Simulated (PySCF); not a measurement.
dibromo-chloro-fluoromethane (CBr2ClF), SMILES ClC(Br)(F)Br.

Coordinates come from a TPSSh-D3(BJ)/def2-SVP optimisation.

Two levels are set side by side: PBE/def2-TZVP (PySCF) and r2SCAN/def2-TZVP (PySCF). Same geometry, gas phase. Differences are taken from unrounded values.

```tsv
quantity	r2SCAN
orbital gap (eV)	4.46
highest occupied level (eV)	-7.49
lowest empty level (eV)	-3.03
dipole moment (D)	0.27
mean polarisability (bohr³)	65.0
```

Problem. What does PBE give, and how far is it from r2SCAN? (Estimate from the structure and the level; the computed values follow.)

Solution. 
```csv
quantity,PBE,PBE minus r2SCAN
orbital gap (eV),4.06,-0.40
highest occupied level (eV),-7.14,0.36
lowest empty level (eV),-3.07,-0.04
dipole moment (D),0.26,-0.01
mean polarisability (bohr³),66.5,1.6
```

Rough cost on one machine, each run with all the roots and properties that it gave: r2SCAN against PBE about 4 times.
